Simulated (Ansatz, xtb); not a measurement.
# C3H9GeNO: which of two isomers lies lower

Structure a is `N[C@@H]1CO[C@@H]1[GeH3]`, a singlet and structure b is `N[C@@H]1OC[C@H]1[GeH3]`, a singlet. Both are isolated molecules in the gas phase, relaxed with B3LYP/def2-SVP; the shapes shown needn't be the lowest conformers.

a (Å):

```xyz
15

C    -0.2864   -2.1734    0.9154
C    -0.9388   -1.7268    2.2396
C     0.4549   -0.7962    1.0127
Ge   -0.0267    0.6341   -0.2849
N    -1.1839   -2.5274   -0.1515
O    -0.1199   -0.5493    2.3150
H    -1.8436   -1.7822   -0.3715
H    -0.6919   -2.7808   -1.0066
H     0.4200   -3.0069    1.0578
H    -2.0152   -1.4895    2.1389
H    -0.8044   -2.3892    3.1122
H     1.5571   -0.8693    1.0711
H    -1.5607    0.8010   -0.3541
H     0.5946    1.9653    0.1808
H     0.4987    0.3008   -1.7017
```

b (Å):

```json
{"atom": "C", "x (Å)": "0.1872", "y (Å)": "-0.5109", "z (Å)": "0.0828"}
{"atom": "C", "x (Å)": "-1.1815", "y (Å)": "0.6655", "z (Å)": "-0.9534"}
{"atom": "C", "x (Å)": "0.0615", "y (Å)": "1.0194", "z (Å)": "-0.1099"}
{"atom": "Ge", "x (Å)": "-0.1025", "y (Å)": "2.1881", "z (Å)": "1.4710"}
{"atom": "N", "x (Å)": "1.4486", "y (Å)": "-1.0925", "z (Å)": "-0.1860"}
{"atom": "O", "x (Å)": "-0.8679", "y (Å)": "-0.7324", "z (Å)": "-0.9028"}
{"atom": "H", "x (Å)": "1.7493", "y (Å)": "-0.9022", "z (Å)": "-1.1422"}
{"atom": "H", "x (Å)": "1.4408", "y (Å)": "-2.1026", "z (Å)": "-0.0504"}
{"atom": "H", "x (Å)": "-0.1541", "y (Å)": "-0.8766", "z (Å)": "1.0703"}
{"atom": "H", "x (Å)": "-1.2076", "y (Å)": "1.0598", "z (Å)": "-1.9848"}
{"atom": "H", "x (Å)": "-2.1533", "y (Å)": "0.8890", "z (Å)": "-0.4720"}
{"atom": "H", "x (Å)": "0.8895", "y (Å)": "1.3879", "z (Å)": "-0.7362"}
{"atom": "H", "x (Å)": "-0.4491", "y (Å)": "3.6276", "z (Å)": "1.0313"}
{"atom": "H", "x (Å)": "-1.2329", "y (Å)": "1.6592", "z (Å)": "2.3815"}
{"atom": "H", "x (Å)": "1.2199", "y (Å)": "2.2107", "z (Å)": "2.2652"}
```

Question: Which of the two would you expect CCSD(T)/def2-SVP + ΔMP2/def2-TZVPP electronic energies to favour?

Answer: Structure b; the calculation gives E(b) − E(a) = −10.7 kcal/mol.

How the difference moves with the method:

```
                             level        geometry  E(b) − E(a) (kcal/mol)  departure from the last row (kcal/mol)  job, with rough time for the two
                          GFN2-xTB        GFN2-xTB                      −4.0                                    +6.6              optimisation, 0.18 s
                         HF/STO-3G        GFN2-xTB                      −8.8                                    +1.8              single point, 0.72 s
                r2SCAN-D4/def2-SVP        GFN2-xTB                     −10.0                                    +0.6               single point, 8.4 s
                    B3LYP/def2-SVP  B3LYP/def2-SVP                      −9.6                                    +1.1             optimisation, 2.1 min
                       HF/def2-SVP  B3LYP/def2-SVP                     −10.9                                    −0.2           part of the CCSD(T) run
                      MP2/def2-SVP  B3LYP/def2-SVP                     −11.2                                    −0.5           part of the CCSD(T) run
                  CCSD(T)/def2-SVP  B3LYP/def2-SVP                     −10.4                                    +0.2                      single point
CCSD(T)/def2-SVP + ΔMP2/def2-TZVPP  B3LYP/def2-SVP                     −10.7                                                     single point, 3.3 min
```

As drawn, both hold the same kinds of bond in the same numbers.

The levels shown agree on the order. The largest departure from CCSD(T)/def2-SVP + ΔMP2/def2-TZVPP is that of GFN2-xTB, 6.6 kcal/mol. The last row adds to CCSD(T) the change of the MP2 difference between the two basis sets, here −0.2 kcal/mol.

With thermal terms from frequencies at re-optimised GFN2-xTB minima (ideal gas, soft modes damped towards free rotors, one conformer each, 298.15 K, 1 atm): on the last row, ΔE + ΔZPE = −10.4, ΔH = −10.4, ΔG = −10.6 kcal/mol.

The correlated steps freeze 14 core orbitals; the filled d shell of Ge is correlated, in a basis made for valence electrons. Programs: Ansatz 0.2.0, xtb 6.7.1; the last row on 2 threads of Arm Neoverse V2 on a shared host.
